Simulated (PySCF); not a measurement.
CHO₂, SMILES O=[C]O, multiplicity 2. The structure is a stationary point at ωB97X-D3(BJ)/def2-TZVP. The isomer is the one that the SMILES or the coordinates give; other isomers of the formula were not compared. The values are those of a single conformer.

All values below come from PySCF with ωB97X-D3(BJ)/def2-TZVP.

Harmonic wavenumbers (cm⁻¹): 587, 609, 1099, 1309, 1898, 3669. Rotational constants (GHz): 141.2, 11.83, 10.92; symmetry number 1.

Task: Work out the zero-point energy and the ideal-gas rigid-rotor harmonic-oscillator thermochemistry at 298.15 K and 1 atm.

Result: ZPE = ½ Σ hcν = ½ × 9171 cm⁻¹ = 13.11 kcal/mol. H − E(el) = 15.71 kcal/mol. Entropy in cal/(mol K): translation 37.34, rotation 20.41, vibration 1.00, spin 1.38, total 60.12. G − E(el) = -2.22 kcal/mol. Cp = 10.46 cal/(mol K).
